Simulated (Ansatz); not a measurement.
Cartesian coordinates in Å:
```
C 1.3076 -1.7861 -0.8934
N 1.2018 -0.7615 0.0807
W 0.4999 0.5184 1.0376
O 1.5559 2.0880 0.8205
Cl 0.3150 -0.2508 3.1995
N -1.1036 0.8857 0.4594
C -2.3118 0.8711 -0.2787
H 0.4147 -1.8434 -1.5252
H 1.4448 -2.7565 -0.4049
H 2.1752 -1.6128 -1.5386
H 2.4459 2.0318 0.4666
H -3.1588 0.6907 0.3919
H -2.3130 0.0888 -1.0455
H -2.4737 1.8365 -0.7699
```

Charge 0, multiplicity 1. W takes the def2 core potential.

(1) List the PBE/def2-TZVPP orbital energies in eV (Ansatz 0.2.0). (An estimate is asked.)

## Answers

(1) Computed: Occupied: -2738.49, -510.64, -380.55, -380.39, -269.88, -269.79, -249.05, -189.71, -189.61, -189.59, -78.22, -42.77, -42.65, -42.55, -24.61, -21.15, -20.97, -19.60, -15.77, -15.52, -12.61, -11.10, -11.00, -10.91, -10.83, -10.74, -10.40, -9.38, -9.02, -8.67, -8.05, -7.70, -6.92, -6.65, -6.15, -5.81. Lowest empty: -1.88, -1.32, -1.08, -0.75, -0.25, -0.01, 0.65, 1.19.
